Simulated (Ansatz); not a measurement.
FH$_{3}$NO$_{2}$Ta (`[NH]=[Ta]([OH])([OH])[F]`) at its PBE0-D4/def2-TZVP geometry, where that method's forces vanish. Total charge 0; spin multiplicity 1. Ta: def2 effective core potential.

```tsv
atom	x (Å)	y (Å)	z (Å)
N1	1.276	-0.690	-0.394
Ta2	-0.057	0.133	0.417
O3	-0.365	1.809	-0.433
O4	-1.629	-0.930	0.272
F5	0.373	0.404	2.239
H6	2.064	-1.160	-0.805
H7	0.094	2.221	-1.164
H8	-1.756	-1.788	-0.133
```

(1) For each bond, give half the difference of the two atoms' forces along it (eV/Å; positive pushes the atoms apart) under PBE-D4, r2SCAN-D4, B3LYP-D4, ωB97M-V in def2-TZVPP. (Best estimate.)

Answers

(1) Ansatz gave: 
```json
{"bond": "N1–Ta2", "length (Å)": "1.764", "PBE-D4": "0.40", "r2SCAN-D4": "0.31", "B3LYP-D4": "0.32", "ωB97M-V": "-0.12"}
{"bond": "N1–H6", "length (Å)": "1.005", "PBE-D4": "-0.03", "r2SCAN-D4": "-0.16", "B3LYP-D4": "-0.24", "ωB97M-V": "-0.01"}
{"bond": "Ta2–O3", "length (Å)": "1.904", "PBE-D4": "0.02", "r2SCAN-D4": "0.05", "B3LYP-D4": "0.12", "ωB97M-V": "0.09"}
{"bond": "Ta2–O4", "length (Å)": "1.904", "PBE-D4": "0.02", "r2SCAN-D4": "0.04", "B3LYP-D4": "0.12", "ωB97M-V": "0.09"}
{"bond": "Ta2–F5", "length (Å)": "1.891", "PBE-D4": "0.12", "r2SCAN-D4": "-0.05", "B3LYP-D4": "0.09", "ωB97M-V": "0.06"}
{"bond": "O3–H7", "length (Å)": "0.957", "PBE-D4": "0.33", "r2SCAN-D4": "0.00", "B3LYP-D4": "-0.05", "ωB97M-V": "-0.06"}
{"bond": "O4–H8", "length (Å)": "0.957", "PBE-D4": "0.33", "r2SCAN-D4": "0.00", "B3LYP-D4": "-0.05", "ωB97M-V": "-0.06"}
```

B3LYP here is the variant with VWN-RPA as its local correlation; programs differ in this.
